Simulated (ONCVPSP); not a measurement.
## Which change was made? (H, ONCV)

hydrogen, optimised norm-conserving Vanderbilt (ONCV), made with ONCVPSP 4.0.1 (PBE, scalar-relativistic). Core none, reference 1s1. Waves: 1s: rc 1.30 bohr, ncon 4, nbas 8, qcut 4.8 1/bohr, 2 projectors, debl 2.2 Ha; p scattering state at 0.22 Ha: rc 1.30 bohr, ncon 3, nbas 6, qcut 6 1/bohr, 2 projectors, debl 2.2 Ha. Local part: polynomial inside 1.00 bohr (lpopt 5, dvloc0 2 Ha). Core correction: none.

Cutoffs, loose and tight: the cutoffs (Ha) at which the residual kinetic energy of the hardest occupied pseudo-wave falls to 1 and 0.1 mHa per electron. They do not see the model core or the augmentation charge, which bear on the density cutoff. Test errors are all-electron minus pseudo excitation energies from the reference, over the configurations 1s0.5; variants that change the core or the reference have their own tests.

The base gives: outcome: generated; cutoff, loose: 11 Ha; cutoff, tight: 63 Ha; bound ghosts: none; GHOST(+) flags above zero: none.

(1) After one change the result is: outcome: generated; cutoff, loose: 18 Ha; cutoff, tight: 141 Ha; bound ghosts: none; GHOST(+) flags above zero: none. Which change was it?
A. all radii scaled by about 0.78 (s 1.02, p 1.02 bohr); local potential polynomial inside 0.78 bohr (lpopt 5, dvloc0 2 Ha)
B. all radii scaled by about 0.85 (s 1.10, p 1.10 bohr); local potential polynomial inside 0.84 bohr (lpopt 5, dvloc0 2 Ha)
C. all radii scaled by about 1.20 (s 1.56, p 1.56 bohr); local potential polynomial inside 1.20 bohr (lpopt 5, dvloc0 2 Ha)

Results:

(1) A. The others give: all radii scaled by about 0.85 (s 1.10, p 1.10 bohr); local potential polynomial inside 0.84 bohr (lpopt 5, dvloc0 2 Ha) → outcome: generated; cutoff, loose: 15 Ha; cutoff, tight: 119 Ha; bound ghosts: none; GHOST(+) flags above zero: none | all radii scaled by about 1.20 (s 1.56, p 1.56 bohr); local potential polynomial inside 1.20 bohr (lpopt 5, dvloc0 2 Ha) → outcome: generated; cutoff, loose: 9.2 Ha; cutoff, tight: 19 Ha; bound ghosts: none; GHOST(+) flags above zero: none.
